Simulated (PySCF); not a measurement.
Input of a run (PBE0-D3(BJ)/def2-SVP geometry optimisation, gas phase (PySCF 2.14.0)), started from GFN2-xTB:
```
{"job": {"xc": "PBE0", "basis": "def2-SVP", "d3": "d3bj", "grid": 2, "kind": "geom"}, "charge": 0, "multiplicity": 1}
C      3.594159     0.668488    -0.361003
C      2.418151     0.450886    -0.242413
C      1.042612     0.190501    -0.109325
C      0.384368    -0.764886    -0.898211
N     -0.899205    -1.008804    -0.774923
C     -1.578472    -0.309198     0.141006
C     -2.988005    -0.604674     0.247429
S     -4.001118     0.120617     1.283648
N     -1.046999     0.618472     0.937568
C      0.234816     0.865735     0.819171
H      4.620596     0.860404    -0.463404
H      0.918790    -1.339479    -1.644280
H     -3.346580    -1.370948    -0.432581
H      0.646207     1.622416     1.475152
```

Output (energies in Eh, forces in Eh/bohr):
```
step   0  E = -775.77536703  max force = 0.021000
step   1  E = -775.77780272  max force = 0.003781
step   2  E = -775.77735944  max force = 0.006097
step   3  E = -775.77786793  max force = 0.002089
step   4  E = -775.77791334  max force = 0.000523
step   5  E = -775.77791256  max force = 0.000756
step   6  E = -775.77791584  max force = 0.000253
optimisation converged
```

**Question.** Summarise the run.

**Answer.** The energy falls by 1.6 kcal/mol over 7 energy and gradient evaluations, the largest force component goes from 0.0210 to 2.5e-04 Eh/bohr, and the atoms move by 0.035 Å rms after alignment. The bond that changes most is C6–C7 (substituted aromatic carbon to thiocarbonyl carbon), which lengthens by 0.030 Å. Bonds longer at the end by more than 0.005 Å: 10 of 14; shorter: 1. Among the angles that change most is C6–C7–H13, from 114.9° to 111.8°. The energy rose by more than 1e-6 Eh at step 2. The first step brought 96 % of the lowering.

**Question.** What are the final bond lengths?

**Answer.** C1≡C2 1.213 Å, C2–C3 1.421 Å, C3–C4 1.405 Å, C4–N5 1.322 Å, N5–C6 1.340 Å, C6–C7 1.474 Å, C7=S8 1.615 Å, C6–N9 1.336 Å, N9–C10 1.318 Å, C3–C10 1.409 Å, C1–H11 1.075 Å, C4–H12 1.096 Å, C7–H13 1.100 Å, C10–H14 1.096 Å. Numbering counts from 1 in the input's order; the species is `C#Cc1cnc(C=S)nc1`.

The run used 164 basis functions and 54 SCF cycles in all. On one thread, Arm Neoverse V2 (aarch64), shared host with 96 logical CPUs at a one-minute load of 72, this took 1.7 min and 0.78 GiB of memory at its peak.

Stationary, but not proved a minimum. The numbers are those of one conformer.

The values belong to the conformer `[CH:1]#[C:2][c:3]1[cH:4][n:5][c:6]([CH:7]=[S:8])[n:9][cH:10]1`: N5–C6–C7–S8 180°.
